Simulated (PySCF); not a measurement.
# Polarisability and C₆ of Zr (zirconium, neutral)

[Kr] 4d2 5s2, high-spin 3F determinant. All numbers are calculated (PySCF 2.14, a scalar-relativistic core potential, in aug-cc-pwCVQZ-PP with ECP28MDF). Coupled (time-dependent) response in atomic units; α is the mean over directions.

```
   method  mean α (bohr³)  C₆ (like pair)  S(−4)
BHandHLYP           124.6            1750   6768
```

S(−4) is the Cauchy moment in α(ω) = α(0) + S(−4) ω² + …

Reference α: 112 ± 13 bohr³ (recommended; Schwerdtfeger and Nagle, table of static dipole polarizabilities (2023 update)). Published C₆: 1360 (Gould and Bucko (2016)).

Spin-orbit coupling is absent.

α(iu) at BHandHLYP:

```
u (hartree)  α(iu) (bohr³)
          0          124.6
     0.0500          110.0
      0.100          82.80
      0.200          44.68
      0.300          27.42
      0.500          14.14
      0.750          8.314
       1.00          5.679
       1.50          3.230
       2.00          2.093
       3.00          1.073
       5.00         0.4280
```

Energies and moments cover only the electrons outside the core potential.
